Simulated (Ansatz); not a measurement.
Input for Ansatz (development build ahead of 0.2.0):

```yaml
crystal:
  periodic: [false, false, false]
  atoms:
    - { symbol: Ti, position_ang: [0.0, 0.0, 0.0] }
basis:
  gaussian: { orbitals: cc-pVDZ }
magnetization:
  initial_magnetization: 2
hamiltonian:
  xc: hf
```

The input is written out in the form of the current development build from the run's settings.

Results

- Converged: yes
- Total energy: -848.40649 hartree
- Spin squared of the determinant: 2.000
